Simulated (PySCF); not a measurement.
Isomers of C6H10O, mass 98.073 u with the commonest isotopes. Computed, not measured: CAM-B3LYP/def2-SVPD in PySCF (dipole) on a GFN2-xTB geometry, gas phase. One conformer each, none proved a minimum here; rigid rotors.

Question: Order these by out-of-plane moment Σ m c² = (Ia + Ib − Ic)/2, largest first.
A. `[CH2:1]=[CH:2]/[C:3]([CH3:4])=[CH:5]/[CH2:6][OH:7]` with C1–C2–C3–C4 -2°, C3–C5–C6–O7 -178°, C5–C6–O7–H 55°
B. `[CH2:1]1[CH2:2][CH2:3][C@H:4]2[O:5][C@H:6]2[CH2:7]1` with C7–C1–C2–C3 -68°, C1–C2–C3–C4 49°, C2–C3–C4–O5 -84°, C3–C4–O5–C6 112°
C. `[CH2:1]=[C:2]([CH3:3])[CH2:4][C:5]([CH3:6])=[O:7]` with C1–C2–C4–C5 105°, C2–C4–C5–C6 -90°

Answer: C (27.68 u·Å²), B (24.26 u·Å²), A (3.75 u·Å²).

Question: Order these by rotational constant B, largest first.
A. `[CH2:1]=[CH:2]/[C:3]([CH3:4])=[CH:5]/[CH2:6][OH:7]` with C1–C2–C3–C4 -2°, C3–C5–C6–O7 -178°, C5–C6–O7–H 55°
B. `[CH2:1]=[C:2]([CH3:3])[CH2:4][C:5]([CH3:6])=[O:7]` with C1–C2–C4–C5 105°, C2–C4–C5–C6 -90°
C. `[CH2:1]1[CH2:2][CH2:3][C@H:4]2[O:5][C@H:6]2[CH2:7]1` with C7–C1–C2–C3 -68°, C1–C2–C3–C4 49°, C2–C3–C4–O5 -84°, C3–C4–O5–C6 112°

Answer: C (3182 MHz), B (2007 MHz), A (1227 MHz).

Question: Order these by radius of gyration √(Σ m r²/M), largest first.
A. `[CH2:1]1[CH2:2][CH2:3][C@H:4]2[O:5][C@H:6]2[CH2:7]1` with C7–C1–C2–C3 -68°, C1–C2–C3–C4 49°, C2–C3–C4–O5 -84°, C3–C4–O5–C6 112°
B. `[CH2:1]=[CH:2]/[C:3]([CH3:4])=[CH:5]/[CH2:6][OH:7]` with C1–C2–C3–C4 -2°, C3–C5–C6–O7 -178°, C5–C6–O7–H 55°
C. `[CH2:1]=[C:2]([CH3:3])[CH2:4][C:5]([CH3:6])=[O:7]` with C1–C2–C4–C5 105°, C2–C4–C5–C6 -90°

Answer: B (2.215 Å), C (1.892 Å), A (1.636 Å).

```json
{"SMILES": "C=C/C(C)=C/CO", "point group": "–", "Ia (u·Å²)": "72.98", "Ib (u·Å²)": "412.05", "Ic (u·Å²)": "477.53", "κ": "-0.94", "μa (D)": "1.12", "μb (D)": "0.28", "μc (D)": "1.05"}
{"SMILES": "C=C(C)CC(C)=O", "point group": "C1", "Ia (u·Å²)": "126.80", "Ib (u·Å²)": "251.81", "Ic (u·Å²)": "323.24", "κ": "-0.63", "μa (D)": "1.03", "μb (D)": "2.28", "μc (D)": "0.62"}
{"SMILES": "C1CC[C@H]2O[C@H]2C1", "point group": "C1", "Ia (u·Å²)": "127.99", "Ib (u·Å²)": "158.81", "Ic (u·Å²)": "238.28", "κ": "0.16", "μa (D)": "1.30", "μb (D)": "0.05", "μc (D)": "1.52"}
```
